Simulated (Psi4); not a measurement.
CH₃AlF₂ (SMILES [CH3][Al]([F])[F]), singlet, at a GFN2-xTB geometry (such geometries of metal compounds can be far from the true shape). Base run: HF/def2-SVP (Psi4).

Psi4 was given this input:
```
memory 2 GB

molecule {
0 1
Al    0.05180306    0.04011766    0.00222470
C    -1.50805595   -1.16573156   -0.06233932
H    -1.30669362   -2.03874718   -0.68318980
H    -2.37664668   -0.64890162   -0.46820696
H    -1.76055472   -1.53755322    0.93063349
F     0.01100760    1.60162551   -0.52911869
F     1.52441362   -0.41295198    0.59199405
}

set {
  basis def2-svp
}

energy('scf')
print_variables()
```

Each row names what was changed in the base input (with any setting that the change needs).

| change | ΔE vs base (eV) | point group used | SCF cycles |
|---|---|---|---|
| base | 0.00 | c1 | 8 |
| molecule keys = symmetry c1, no_reorient, no_com | 0.00 | c1 | 8 |
| molecule keys = symmetry c1 | 0.00 | c1 | 8 |
| jitter_ang = 0.002 | 0.00 | c1 | 8 |
| molecule keys = no_reorient | 0.00 | c1 | 8 |
